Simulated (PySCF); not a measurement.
Electron correlation in S+ (sulfur, charge +1)

[Ne] 3s2 3p3, high-spin 4S determinant. Computed with PySCF 2.14 in cc-pV(T+d)Z, with the non-relativistic Hamiltonian (point nucleus). Frozen: [Ne]; 5 electrons correlated.

MP2 pair energies summed by pair of shells (mhartree):

| pair | energy | share (%) |
| --- | --- | --- |
| 3s-3p | -59.36 | 65.9 |
| 3p-3p | -20.68 | 22.9 |
| 3s-3s | -10.09 | 11.2 |

Total MP2 correlation energy: -90.13 mhartree.

Same-spin part -24.32 and opposite-spin part -65.81 mhartree; SCS-MP2 scales them by 1/3 and 6/5 to -87.08 mhartree.

| level | correlation energy (mhartree) |
| --- | --- |
| CCSD | -109.81 |
| (T) | -3.59 |
| CCSD(T) | -113.40 |

Diagnostics: T1 = 0.0035, D1 = 0.0085, largest double amplitude 0.064.

Cost of the coupled-cluster step: 0.42 s of wall time on 1 thread of Intel(R) Xeon(R) Platinum 8375C CPU @ 2.90GHz (shared host), for 5 correlated electrons.

Iterations:

```
CC2 = 0
CCSD nocc = (np.int64(4), np.int64(1)), nmo = (34, 34)
frozen orbitals [[0, 1, 2, 3, 4], [0, 1, 2, 3, 4]]
max_cycle = 100
direct = 0
conv_tol = 1e-08
conv_tol_normt = 1e-06
diis_space = 8
diis_start_cycle = 0
Init t2, MP2 energy = -0.0901331612529909
Init E_corr(UCCSD) = -0.0901331612686059
cycle = 1  E_corr(UCCSD) = -0.105430766786868  dE = -0.0152976055  norm(t1,t2) = 0.0408119
cycle = 2  E_corr(UCCSD) = -0.108566510681062  dE = -0.00313574389  norm(t1,t2) = 0.0117099
cycle = 3  E_corr(UCCSD) = -0.109831430208553  dE = -0.00126491953  norm(t1,t2) = 0.004232
cycle = 4  E_corr(UCCSD) = -0.109811662348773  dE = 1.97678598e-05  norm(t1,t2) = 0.000568785
cycle = 5  E_corr(UCCSD) = -0.109810744318082  dE = 9.18030692e-07  norm(t1,t2) = 4.76947e-05
cycle = 6  E_corr(UCCSD) = -0.109810387427167  dE = 3.56890914e-07  norm(t1,t2) = 6.93818e-06
cycle = 7  E_corr(UCCSD) = -0.109810570252537  dE = -1.8282537e-07  norm(t1,t2) = 1.69536e-06
cycle = 8  E_corr(UCCSD) = -0.109810500656892  dE = 6.95956447e-08  norm(t1,t2) = 2.36213e-07
cycle = 9  E_corr(UCCSD) = -0.109810507804895  dE = -7.14800315e-09  norm(t1,t2) = 4.25397e-08
UCCSD converged
E(UCCSD) = -397.2798191922902  E_corr = -0.1098105078048952
UCCSD(T) correction = -0.00358645984656117
```
